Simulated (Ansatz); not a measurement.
Born–Oppenheimer molecular dynamics of a periodic cell of 16 atoms, CO (contents 8 CO, density as packed 0.80 g/cm³ with natural masses). It starts from a partly relaxed structure (largest force component 0.10 eV/Å).

Theory: DFT PBEsol, scalar-relativistic, plane waves, PAW in Ansatz. Settings: cutoff 420 eV, k mesh 1x1x1, fermi-dirac smearing 0.02 eV, no spin polarisation.

```json
{
 "ensemble": "NVT, Langevin thermostat",
 "time step": "1 fs",
 "steps asked": "300",
 "set temperature": "500 K",
 "friction": "0.02 /fs",
 "seed": "534338"
}
```

First frame:

```xyz
16
Lattice="7.7418 0.0000 0.0000 0.0000 7.7418 0.0000 0.0000 0.0000 7.7418" Properties=species:S:1:pos:R:3
O 5.813 3.436 6.390
C 6.559 4.197 6.774
O 1.026 6.093 2.536
C -0.084 6.287 2.419
O 4.507 6.671 4.641
C 3.547 7.150 5.003
O -0.209 7.614 6.272
C -0.045 8.172 5.300
O 2.647 3.318 5.622
C 1.698 3.442 5.018
O 7.051 2.618 2.060
C 6.496 3.141 2.900
O 2.492 0.393 0.560
C 3.545 0.802 0.478
O 3.543 4.523 1.009
C 3.334 3.733 1.794
```

**Question.** What does the run give?

**Answer.** The run went to its last step.

```
steps done                                               : 300
time covered                                             : 300 fs
mean temperature over the second half                    : 581 K
spread of the potential energy over the second half      : 4.4 meV per atom
mean potential energy of the second half above the start : 25.1 meV per atom
```

The mean temperature of the second half is 16 % above the set value. A run of 0.3 ps of so small a system gives no equilibrium averages. Limits of this set-up: coarse k mesh.

**Question.** What happens to the structure?

**Answer.** Mean squared displacements from the first frame to the last, about the centre of mass: O 0.85 Å², C 1.99 Å². This is one draw of velocities; another would differ in detail.

**Question.** How do temperature and energy run in time?

**Answer.** 
```tsv
time (fs)	T (K)	potential energy less start (eV)
0.0	469	0.000
25.0	567	0.182
50.0	718	0.478
75.0	586	0.640
100.0	447	0.678
125.0	473	0.538
150.0	505	0.403
175.0	631	0.353
200.0	528	0.439
225.0	529	0.473
250.0	576	0.377
275.0	522	0.387
300.0	607	0.503
```

Run time: 11 min on 1 thread of Arm Neoverse V1, on a shared host, peak memory 0.42 GiB.
